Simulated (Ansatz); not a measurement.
Na20⁺ (started as a model of: Na20 tetrahedron), relaxed as a doublet with UKS PBE/def2-SVP in Ansatz, starting from a model built from a lattice or polyhedron. Force threshold 0.03 eV/Å.

Start:

```xyz
20

Na   -3.8970   -4.9981   -1.4766
Na   -0.5438   -3.8895   -1.3673
Na    2.8329   -2.7871   -1.2300
Na    6.2069   -1.6826   -1.0886
Na   -2.8614   -2.8230    1.1035
Na    0.5252   -1.7135    1.2430
Na    3.8770   -0.6052    1.3596
Na   -1.7967   -0.6010    3.6880
Na    1.5237    0.4680    3.8139
Na   -0.7518    1.5735    6.2788
Na   -3.1038   -1.6420   -2.1926
Na    0.2779   -0.5101   -2.0783
Na    3.6021    0.5742   -1.9587
Na   -2.0724    0.5460    0.3722
Na    1.2965    1.6617    0.4972
Na   -1.0088    2.7493    2.9469
Na   -2.3161    1.7606   -2.9732
Na    1.0417    2.8549   -2.8639
Na   -1.2811    3.9474   -0.3623
Na   -1.5510    5.1168   -3.7115
```

```json
{"step": "1", "energy (eV)": "-88231.6264", "largest force component (eV/Å)": "0.132", "SCF passes": "70"}
{"step": "2", "energy (eV)": "-88231.6847", "largest force component (eV/Å)": "0.100", "SCF passes": "47"}
{"step": "3", "energy (eV)": "-88231.7525", "largest force component (eV/Å)": "0.048", "SCF passes": "39"}
{"step": "4", "energy (eV)": "-88231.7725", "largest force component (eV/Å)": "0.012", "SCF passes": "39"}
{"step": "5", "energy (eV)": "-88231.7746", "largest force component (eV/Å)": "0.007", "SCF passes": "37"}
{"step": "6", "energy (eV)": "-88231.7758", "largest force component (eV/Å)": "0.006", "SCF passes": "37"}
```

Force components are those of the run's own axes.

End:

```xyz
20

Na   -3.913   -5.108   -1.434
Na   -0.475   -4.133   -1.444
Na    2.933   -3.017   -1.301
Na    6.256   -1.714   -1.183
Na   -3.017   -2.935    1.244
Na    0.438   -1.899    1.232
Na    3.831   -0.626    1.209
Na   -1.938   -0.726    3.866
Na    1.400    0.504    3.782
Na   -0.847    1.595    6.342
Na   -3.026   -1.711   -2.099
Na    0.420   -0.592   -2.196
Na    3.785    0.685   -2.104
Na   -2.159    0.630    0.536
Na    1.299    1.860    0.421
Na   -1.086    2.979    3.057
Na   -2.202    1.830   -2.884
Na    1.165    2.974   -3.007
Na   -1.366    4.174   -0.312
Na   -1.499    5.229   -3.726
```

By distances, no bond broke or formed. The bond that changes most is Na6–Na15, from 3.54 to 3.94 Å (atoms count from 1).

The force fell under the threshold at step 4, but the optimiser went on and released 0.003 eV more. No frequencies were taken in this run, so the end may be a saddle point.

Hardware: 2 threads of AMD EPYC 7R13 on a shared host and a share (18 GiB) of an NVIDIA H100 80GB HBM3. Wall time 27 s, peak host memory 1.1 GiB.
